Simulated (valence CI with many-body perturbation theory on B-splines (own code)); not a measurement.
## Mn20+: key properties

Method: valence CI with perturbative core correlation (CI+MBPT): three valence electrons over a frozen Dirac-Fock core [He], a basis of 9 s, 9 p, 8 d, 6 f, 3 g, 1 h functions for each j, with the one-electron correlation potential Σ1 (screened to all orders), the two-electron term Σ2, the three-electron term Σ3, Breit, model QED; selected single and double excitations, second order for the rest, scaled by the run's own slope (own B-spline code, finite nucleus).

No measured spectrum was set against this ion. As an estimate, levels of excited configurations hold to 0.05 to 0.15 % of their energy, terms of the ground configuration to about 0.5 %.

Names give the largest LS component (configuration and term), which can be under half, so a name can repeat, a term be missing and a line seem to break the LS rules; names also repeat where a configuration has a term twice.

Rates and lifetimes use the calculated energies. Strong lines usually hold to 10 to 20 %, long lifetimes can be off by a factor of two.

(1) What is the ground level?

(2) Among levels below 1032.2 eV, which E1 lines absorb most strongly from the ground level?

(3) Name the longest-lived excited levels whose lifetime is computed, and their main decay.

(4) How is the term ²P° of the ground level split?

(5) How well does LS coupling describe the low levels?

Results:

(1) 2s²2p ²P°_1/2, composition 98 % 2s²2p ²P° + 2 % 2p³ ²P°, g = 0.661.

(2) to 2s²3d ²D_3/2 at 1.286 nm, f = 0.670; to 2s2p3p ⁴S_3/2 at 1.247 nm, f = 0.170; to 2s2p3p ²P_1/2 at 1.254 nm, f = 0.121.

(3) 2s²2p ²P°_3/2 at 12.3 eV lives 113 μs, mostly by M1 to 2s²2p ²P°_1/2; 2s2p² ⁴P_3/2 at 52.6 eV lives 128 ns, mostly by E1 to 2s²2p ²P°_3/2; 2s2p² ⁴P_5/2 at 58.3 eV lives 19.8 ns, mostly by E1 to 2s²2p ²P°_3/2.

(4) J = 1/2 at 0.0, J = 3/2 at 12.3 eV.

(5) Among the lowest 20 levels the leading LS term, summed over configurations, holds 93 % on average. For single configurations the figures are 91 % in LS and 80 % in jj coupling. Terms mix most in the J = 1/2 level at 113.0 eV, where the leading one holds 57 %.
